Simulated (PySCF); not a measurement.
CH₃Si, SMILES C=[SiH], multiplicity 2.

Geometry optimised at B3LYP-D3(BJ)/def2-TZVP. The isomer is the one that the SMILES or the coordinates give; other isomers of the formula were not compared.

Computed with PySCF with B3LYP/def2-TZVPD.

```
Item                                                                                                             Value
---------------------------------------------------------------------------------------------  -----------------------
total energy                                                                                        -329.33872 hartree
point group                                                                                                         Cs
α spin, highest occupied and lowest empty level                                                     -6.44 and -1.60 eV
β spin, highest occupied and lowest empty level                                                     -6.43 and -3.63 eV
dipole moment                                                                                                   0.69 D
quadrupole, principal values (traceless, Buckingham form, about the centre of nuclear charge)    -2.69, 1.17, 1.52 D·Å
mean static polarisability                                                                        49.0 bohr³ (7.27 Å³)
polarisability, principal values                                                                42.0, 43.5, 61.7 bohr³
⟨S²⟩                                                                                           0.763 (pure state 0.75)
```
